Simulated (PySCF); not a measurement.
Bonding in `COCC([SiH3])([SiH3])C(F)(F)F`

C₄H₁₁F₃OSi₂.
Atom-mapped SMILES: `[CH3:1][O:2][CH2:3][C:4]([SiH3:5])([SiH3:6])[C:7]([F:8])([F:9])[F:10]` (hydrogens: H11, H12, H13 on C1; H14, H15 on C3; H16, H17, H18 on Si5; H19, H20, H21 on Si6)

Cartesian coordinates in Å at the GFN2-xTB level; atoms count from 1:
```
atom  x, y, z in Å
C1     2.6814   -1.0881    0.3851
O2     1.2907   -0.9404    0.2596
C3     0.8301    0.3885    0.2828
C4    -0.6532    0.3158   -0.0369
Si5   -0.8359   -1.2977   -1.0712
Si6   -1.2828    1.9162   -0.8644
C7    -1.4191    0.1282    1.2268
F8    -2.7326   -0.0837    1.0099
F9    -1.3680    1.2096    2.0479
F10   -1.0079   -0.8993    1.9909
H11    3.0271   -0.7113    1.3541
H12    2.8910   -2.1532    0.3134
H13    3.2085   -0.5535   -0.4146
H14    1.3584    0.9797   -0.4819
H15    1.0285    0.8533    1.2611
H16   -0.6974   -2.5001   -0.2668
H17    0.1059   -1.1929   -2.1815
H18   -2.2015   -1.2430   -1.6116
H19   -0.6036    1.9939   -2.1579
H20   -2.7305    1.8398   -1.0158
H21   -0.8982    3.0553   -0.0292
```

Bond orders from the PBE0/pcSseg-1 density (PySCF). Geometry: GFN2-xTB, one conformer, isolated molecule.

(1) Where do the orders between heavy atoms depart from those drawn in the SMILES?

(2) Set the Mayer orders of the bonds beside their lengths.

## Answers

(1) The largest departure is 0.224, at C4–Si5 (drawn single, 0.776). Drawn single, order below 0.88: C4–Si5 (0.776) and C4–Si6 (0.821).

(2) 
| bond | drawn as | length (Å) | Mayer order |
| --- | --- | --- | --- |
| C1–O2 | single | 1.404 | 0.914 |
| O2–C3 | single | 1.407 | 0.892 |
| C3–C4 | single | 1.519 | 0.955 |
| C4–Si5 | single | 1.925 | 0.776 |
| C4–Si6 | single | 1.908 | 0.821 |
| C4–C7 | single | 1.490 | 0.980 |
| C7–F8 | single | 1.348 | 0.967 |
| C7–F9 | single | 1.359 | 0.959 |
| C7–F10 | single | 1.345 | 0.997 |
| C1–H11 | single | 1.096 | 0.963 |
| C1–H12 | single | 1.088 | 0.971 |
| C1–H13 | single | 1.097 | 0.960 |
| C3–H14 | single | 1.102 | 0.938 |
| C3–H15 | single | 1.101 | 0.936 |
| Si5–H16 | single | 1.453 | 0.954 |
| Si5–H17 | single | 1.460 | 0.945 |
| Si5–H18 | single | 1.470 | 0.926 |
| Si6–H19 | single | 1.463 | 0.941 |
| Si6–H20 | single | 1.458 | 0.959 |
| Si6–H21 | single | 1.464 | 0.950 |

Bonds between the same two heavy elements. C–O: lowest O2–C3 (0.892, 1.407 Å), highest C1–O2 (0.914, 1.404 Å). C–C: lowest C3–C4 (0.955, 1.519 Å), highest C4–C7 (0.980, 1.490 Å). C–Si: lowest C4–Si5 (0.776, 1.925 Å), highest C4–Si6 (0.821, 1.908 Å). C–F: lowest C7–F9 (0.959, 1.359 Å), highest C7–F10 (0.997, 1.345 Å).

Sum the orders of all bonds at each heavy atom with more than one neighbour and set the sums beside the valence in the SMILES.

C1 3.808 (drawn 4), O2 1.806 (drawn 2), C3 3.721 (drawn 4), C4 3.532 (drawn 4), Si5 3.601 (drawn 4), Si6 3.671 (drawn 4), C7 3.903 (drawn 4). Orders between atoms that aren't bonded are not in these sums.

For a closed shell the Mayer order of atoms A and B is Σ (PS)μν (PS)νμ over the basis functions μ on A and ν on B, with P the density and S the overlap matrix.
